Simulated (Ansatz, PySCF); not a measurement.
Dissociation curve of GaS (cation, charge +1), lowest triplet found (which spin is the ground state isn't settled by this scan).

Levels of theory: UKS-CAM-B3LYP = unrestricted CAM-B3LYP/cc-pVDZ (Ansatz, a quantum-chemistry and plane-wave program); UKS-B3LYP/LANL2DZ = unrestricted B3LYP/LANL2DZ, with its core potentials past Ne (PySCF); UCCSDT(Q) = CCSDT(Q) on UHF/cc-pVDZ, cores with 3d frozen (Ansatz).

Total energies in hartree (comparable only within one method and basis):

```json
[
 {"R / Å": "2.57", "UKS-CAM-B3LYP": "-2322.80892", "UKS-B3LYP/LANL2DZ": "-11.83265", "UCCSDT(Q)": "-2320.63721"},
 {"R / Å": "2.67", "UKS-CAM-B3LYP": "-2322.81258", "UKS-B3LYP/LANL2DZ": "-11.83706", "UCCSDT(Q)": "-2320.64129"},
 {"R / Å": "2.84", "UKS-CAM-B3LYP": "-2322.81549", "UKS-B3LYP/LANL2DZ": "-11.84269", "UCCSDT(Q)": "-2320.64481"},
 {"R / Å": "3.07", "UKS-CAM-B3LYP": "-2322.81546", "UKS-B3LYP/LANL2DZ": "-11.84500", "UCCSDT(Q)": "-2320.64548"},
 {"R / Å": "3.31", "UKS-CAM-B3LYP": "-2322.81318", "UKS-B3LYP/LANL2DZ": "-11.84396", "UCCSDT(Q)": "-2320.64382"},
 {"R / Å": "3.63", "UKS-CAM-B3LYP": "-2322.80912", "UKS-B3LYP/LANL2DZ": "-11.84050", "UCCSDT(Q)": "-2320.64044"},
 {"R / Å": "4.04", "UKS-CAM-B3LYP": "-2322.80426", "UKS-B3LYP/LANL2DZ": "-11.83575", "UCCSDT(Q)": "-2320.63622"},
 {"R / Å": "4.48", "UKS-CAM-B3LYP": "-2322.80027", "UKS-B3LYP/LANL2DZ": "-11.83180", "UCCSDT(Q)": "-2320.63268"},
 {"R / Å": "4.98", "UKS-CAM-B3LYP": "-2322.79726", "UKS-B3LYP/LANL2DZ": "-11.82890", "UCCSDT(Q)": "-2320.63000"},
 {"R / Å": "5.73", "UKS-CAM-B3LYP": "-2322.79493", "UKS-B3LYP/LANL2DZ": "-11.82659", "UCCSDT(Q)": "-2320.62788"},
 {"R / Å": "6.52", "UKS-CAM-B3LYP": "-2322.79394", "UKS-B3LYP/LANL2DZ": "-11.82550", "UCCSDT(Q)": "-2320.62694"},
 {"R / Å": "7.66", "UKS-CAM-B3LYP": "-2322.79338", "UKS-B3LYP/LANL2DZ": "-11.82498", "UCCSDT(Q)": "-2320.62638"}
]
```

The scan ran from 1.65 to 7.66 Å; beyond the distances shown full CI changes its symmetry label.
